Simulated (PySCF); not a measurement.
## Orbital picture of ZnC⁺

LDA at R = 2.114 Å; basis Zn pcseg-1, C pcseg-1; no relativity; PySCF 2.14. State: ²Π (doublet), unpaired electrons π ↑. Only the outer orbitals are listed, counted within each symmetry.

```tsv
spin	orbital	occ.	ε (eV)	on Zn (%)	main shells (%)
α	7σ	1	-22.00	21	76 C s, 14 Zn d
α	3π	1	-19.59	99	99 Zn d
α	3π	1	-19.56	99	99 Zn d
α	1δ	1	-19.50	100	100 Zn d
α	1δ	1	-19.49	100	100 Zn d
α	8σ	1	-19.30	86	85 Zn d, 13 C s
α	9σ	1	-14.20	46	46 C p, 44 Zn s, 8 C s
α	4π	1	-12.86	4	96 C p
α	4π	0	-12.75	4	96 C p
α	10σ	0	-11.13	68	50 Zn s, 33 C p, 16 Zn p
α	5π	0	-5.92	95	95 Zn p
β	7σ	1	-20.96	41	56 C s, 34 Zn d
β	3π	1	-19.61	100	100 Zn d
β	3π	1	-19.55	100	100 Zn d
β	1δ	1	-19.52	100	100 Zn d
β	1δ	1	-19.52	100	100 Zn d
β	8σ	1	-19.01	70	66 Zn d, 30 C s
β	9σ	1	-13.68	58	58 Zn s, 31 C p, 11 C s
β	4π	0	-11.90	6	94 C p
β	10σ	0	-10.79	55	45 C p, 33 Zn s, 21 Zn p
β	4π	0	-10.76	9	91 C p
```

Question: Which are the highest filled and the lowest empty level, where do they sit, and how wide is the gap?

Answer: Highest filled α 4π at -12.86 eV (in %: 96 C p); lowest empty α 4π at -12.75 eV (in %: 96 C p); the gap at LDA is 0.11 eV. Both belong to one degenerate shell, split only by its one-sided filling, so this is no excitation gap.

```json
{
 "bond order (Mayer)": "1.14",
 "⟨S²⟩": "0.783",
 "charge on Zn (Mulliken, basis-dependent)": "0.76",
 "charge on Zn (Löwdin, basis-dependent)": "0.81",
 "dipole moment (positive dipole points towards C; it is taken about the centre of mass and depends on that origin)": "-0.37 D",
 "polarisability along the bond": "52.4 bohr³",
 "polarisability across the bond": "17.1 bohr³"
}
```

The state was picked by a PBE0 search and need not be the measured ground state.
